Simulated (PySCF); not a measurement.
Spectra and structures to be paired. The calculation used PySCF, TDDFT PBE0/def2-SVPD, vertical, gas phase, core orbitals frozen in the response, def2 core potentials past Kr. Geometries: PBE0-D3(BJ)/def2-SVP; one conformer of each isolated species. Triplets are in the Tamm–Dancoff approximation. Atoms past krypton carry core potentials; spin–orbit coupling is left out.

A. `[OH][Hf]([OH])([OH])[OH]`
B. `FC(F)OBP`
C. `CC[O][GeH3]`

Lowest singlet levels (six at most, fewer where fewer were computed) with oscillator strengths:

1. 229 nm (f 0.068); 188 nm (f 0.048); 183 nm (f 0.050); 182 nm (f 0.065); 160 nm (f 0.096); 154 nm (f 0.035); T1 4.32 eV
2. 171 nm (f 0.000 summed over 3 states); 159 nm (f 0.212 summed over 3 states); 155 nm (f 0.000 summed over 2 states) [of 10 roots; the last level is left out, as the window may have cut its degenerate partner]; T1 7.08 eV
3. 194 nm (f 0.000); 177 nm (f 0.032); 167 nm (f 0.047); 161 nm (f 0.000); 158 nm (f 0.000); 156 nm (f 0.020); T1 6.05 eV

Problem. Match each spectrum to its molecule.

Solution. 1 = B, 2 = A, 3 = C.
- A: S1 at 7.27 eV, HOMO-2/HOMO-1/HOMO→LUMO (≥93%); for S1 the Löwdin share of hafnium is at most 8% in HOMO and 59% in LUMO (ligand-to-metal charge transfer by this measure); HOMO -8.63 and LUMO -0.15 eV; point group Td, 5 of its 8 listed states under f = 0.0005.
- B: S1 at 5.41 eV, HOMO→LUMO (89%), HOMO-1→LUMO (8%); Löwdin shares by element: HOMO phosphorus 61%, boron 16%, oxygen 7%, hydrogen 6% or more; LUMO boron 44%, phosphorus 21%, oxygen 18%, hydrogen 8% or more; HOMO -7.75 and LUMO -1.21 eV.
- C: S1 at 6.39 eV, HOMO→LUMO (98%); Löwdin shares by element: HOMO oxygen 56%, carbon 14% or more, germanium 7%, hydrogen 7% or more (atoms not listed hold the other 16%); LUMO germanium 40%, hydrogen 22% or more, oxygen 11% (atoms not listed hold the other 26%); HOMO -7.71 and LUMO 0.14 eV.

A slash joins orbitals within 0.01 eV of each other, whose weights are summed (≥ marks a lower bound).
